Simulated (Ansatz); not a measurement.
Born–Oppenheimer molecular dynamics of ClHOZn (4 atoms, charge 0, multiplicity 1). It starts from a relaxed structure.

Method: Ansatz 0.2.0, RKS PBE0-D4/def2-SVP.

```yaml
ensemble: NVE (velocity Verlet)
time_step: 1 fs
steps_asked: 166
starting_velocities_drawn_for: 300 K
seed: 919703
```

Frames 10 fs apart, positions in Å.

Velocities at 20.0 fs (Å/ps):

```
Zn 1.19 0.50 0.06
Cl -0.98 -0.57 0.05
O -2.47 -0.10 -1.60
H -3.27 -10.77 19.79
```

```xyz
4
Properties=species:S:1:pos:R:3 time_fs=20.0 energy_less_start_eV=0.036 T=163
Zn 0.043 -0.047 0.032
Cl -0.032 0.024 2.173
O -0.036 -0.069 -1.724
H 0.093 -0.873 -2.243
4
Properties=species:S:1:pos:R:3 time_fs=30.0 energy_less_start_eV=0.035 T=164
Zn 0.053 -0.043 0.037
Cl -0.041 0.019 2.165
O -0.059 -0.067 -1.741
H 0.068 -0.983 -2.010
4
Properties=species:S:1:pos:R:3 time_fs=40.0 energy_less_start_eV=0.041 T=141
Zn 0.062 -0.038 0.047
Cl -0.047 0.014 2.145
O -0.075 -0.077 -1.740
H 0.022 -1.002 -1.977
4
Properties=species:S:1:pos:R:3 time_fs=50.0 energy_less_start_eV=0.034 T=168
Zn 0.067 -0.031 0.054
Cl -0.051 0.009 2.124
O -0.083 -0.098 -1.709
H -0.045 -0.939 -2.171
4
Properties=species:S:1:pos:R:3 time_fs=60.0 energy_less_start_eV=0.071 T=25
Zn 0.069 -0.028 0.052
Cl -0.054 0.006 2.115
O -0.085 -0.108 -1.676
H -0.077 -0.899 -2.227
4
Properties=species:S:1:pos:R:3 time_fs=70.0 energy_less_start_eV=0.038 T=155
Zn 0.070 -0.029 0.048
Cl -0.054 0.007 2.119
O -0.087 -0.096 -1.681
H -0.054 -0.976 -2.081
4
Properties=species:S:1:pos:R:3 time_fs=80.0 energy_less_start_eV=0.051 T=104
Zn 0.068 -0.033 0.048
Cl -0.053 0.009 2.135
O -0.086 -0.084 -1.725
H -0.016 -1.022 -1.934
4
Properties=species:S:1:pos:R:3 time_fs=90.0 energy_less_start_eV=0.033 T=172
Zn 0.063 -0.035 0.046
Cl -0.049 0.012 2.155
O -0.077 -0.085 -1.754
H -0.002 -0.987 -2.070
4
Properties=species:S:1:pos:R:3 time_fs=100.0 energy_less_start_eV=0.048 T=117
Zn 0.055 -0.038 0.038
Cl -0.042 0.017 2.170
O -0.058 -0.087 -1.740
H 0.012 -0.894 -2.254
4
Properties=species:S:1:pos:R:3 time_fs=110.0 energy_less_start_eV=0.041 T=144
Zn 0.044 -0.045 0.029
Cl -0.034 0.022 2.170
O -0.037 -0.072 -1.709
H 0.067 -0.882 -2.224
4
Properties=species:S:1:pos:R:3 time_fs=120.0 energy_less_start_eV=0.020 T=222
Zn 0.032 -0.055 0.036
Cl -0.023 0.028 2.154
O -0.017 -0.044 -1.709
H 0.152 -0.931 -2.058
4
Properties=species:S:1:pos:R:3 time_fs=130.0 energy_less_start_eV=0.025 T=204
Zn 0.019 -0.063 0.055
Cl -0.011 0.035 2.130
O 0.006 -0.025 -1.736
H 0.224 -0.914 -2.033
```

Of the whole run (166 fs, mean temperature of the second half 167 K): The conserved energy stayed within 0.085 meV per atom of its start (net change 0.031 meV per atom), so the integration is sound. Over the second half the temperature averaged 0.56 of the 300 K drawn at the start: a run that starts near a minimum puts about half its kinetic energy into the potential. A run of 0.17 ps of so small a system gives no equilibrium averages.

Run time: 5.3 min on 1 thread of Arm Neoverse V2 (shared host), peak memory 0.13 GiB.
